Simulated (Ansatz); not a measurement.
Program: Ansatz. Geometries: PBE0-D4/def2-TZVP. ΔE: electronic, gas phase. CCSD(T)/CBS is the MP2 limit (def2-TZVPP, def2-QZVPP) plus CCSD(T) − MP2 in def2-TZVPP, frozen cores. DFT in def2-TZVPP. For Ga outer-core shells are correlated without core-valence functions, which leaves a few kJ/mol of doubt a bond. Scalar relativity is left out up to krypton. One conformer a species, not always the lowest.

Reaction (formal exchange of groups at the Si–Ga bond): `C[SiH2][GaH][NH2]` + `COC` → `COC[SiH2]C` + `[NH2][GaH2]`

`C[SiH2][GaH][NH2]`:

```xyz
12

C     0.837   -0.664    1.991
Si    0.689   -0.781    0.119
Ga   -0.344    1.157   -0.863
N    -1.644    0.887   -2.106
H     1.338   -1.546    2.396
H    -0.149   -0.590    2.457
H     1.413    0.218    2.280
H     2.054   -0.947   -0.466
H    -0.076   -2.011   -0.244
H    -0.038    2.669   -0.566
H    -1.955   -0.021   -2.407
H    -2.125    1.627   -2.590
```

`COC`:

```xyz
9

C    -0.088    1.117   -0.304
O     0.392   -0.129   -0.720
C     0.134   -1.133    0.220
H    -1.177    1.101   -0.153
H     0.150    1.842   -1.083
H     0.384    1.439    0.636
H    -0.945   -1.255    0.394
H     0.536   -2.067   -0.173
H     0.615   -0.916    1.185
```

`COC[SiH2]C`:

```xyz
15

C    -0.117    0.544    2.076
O     0.723    0.956    1.034
C     1.226   -0.123    0.270
Si   -0.039   -0.925   -0.903
C    -0.908    0.393   -1.902
H    -0.425    1.437    2.620
H    -1.014    0.027    1.708
H     0.405   -0.132    2.768
H     1.689   -0.880    0.923
H     2.034    0.289   -0.344
H     0.722   -1.859   -1.782
H    -1.038   -1.739   -0.154
H    -0.193    0.952   -2.511
H    -1.657   -0.042   -2.567
H    -1.408    1.101   -1.238
```

`[NH2][GaH2]`:

Cartesian coordinates in Å:
```
N 0.667 0.412 -0.542
Ga -0.602 -0.372 0.490
H 1.220 1.200 -0.253
H 0.901 0.110 -1.473
H -0.827 0.237 1.909
H -1.359 -1.588 -0.131
```

```tsv
species	RPA@PBE/def2-TZVPP energy (Eh)
`C[SiH2][GaH][NH2]`	-2310.44164
`COC`	-155.08485
`COC[SiH2]C`	-484.75753
`[NH2][GaH2]`	-1980.75556
```

Work out ΔE.

ΔE = (-484.75753) + (-1980.75556) − (-2310.44164) − (-155.08485) = 0.01340 Eh = +8.4 kcal/mol. CCSD(T)/CBS gives +8.8 kcal/mol.

Largest T1 diagnostic among the species: 0.014.

From BLYP to BHLYP (50 % exact exchange), in def2-TZVPP and without D4, ΔE moves by −1.4 kcal/mol. Leaving LDA and LC-ωPBE aside and taking each functional with its dispersion term where it has one, the values, not all of them listed here, spread over 3.0 kcal/mol, from ωB97M-V to PBE-D4. LDA lies −2.5 kcal/mol from PBE without D4. The D4 term adds −1.0 kcal/mol with B3LYP and −0.5 kcal/mol with PBE0; it sums over pairs of atoms, weighted by their polarisabilities, and B3LYP, whose exchange is more repulsive, gets the larger term.

B3LYP here is the variant with VWN-RPA as its local correlation; programs differ in this.
